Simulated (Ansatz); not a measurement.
Frontier orbitals of CH₉B₂NSi, SMILES `BB(N)C[SiH3]`.

```xyz
14

B     1.9879    0.5926    0.6476
B     0.7151    0.3214   -0.4052
N     0.8300   -0.2488   -1.6775
C    -0.7257    0.7251    0.1169
Si   -1.6563   -0.7984    0.6918
H     2.2480   -0.1582    1.5482
H     2.6353    1.6040    0.6177
H     0.0388   -0.4100   -2.2797
H     1.6986   -0.5539   -2.0795
H    -1.3188    1.1911   -0.6792
H    -0.7009    1.4285    0.9554
H    -1.9224   -1.7016   -0.4616
H    -0.8651   -1.5542    1.6997
H    -2.9645   -0.4376    1.3056
```

Charge 0, multiplicity 1. All single points use the PBE0-D4/def2-TZVP geometry. It is one conformer, not always the lowest. Basis def2-TZVPP, Ansatz.

```tsv
functional	HOMO (eV)	LUMO (eV)	gap (eV)
PBE	-6.41	-2.60	3.81
revPBE	-6.36	-2.47	3.89
PBE0	-7.68	-1.59	6.09
B3LYP	-7.49	-1.81	5.68
r2SCAN0	-7.84	-1.36	6.48
ωB97M-V	-9.91	0.29	10.20
```

From PBE to PBE0 the HOMO moves by −1.27 eV and the LUMO by +1.02 eV, and with ωB97M-V by −3.51 and +2.90 eV, so the gap grows from 3.80 to 10.21 eV with exact exchange. A positive LUMO is unbound and depends on the basis.

B3LYP here is the variant with VWN-RPA as its local correlation; programs differ in this.
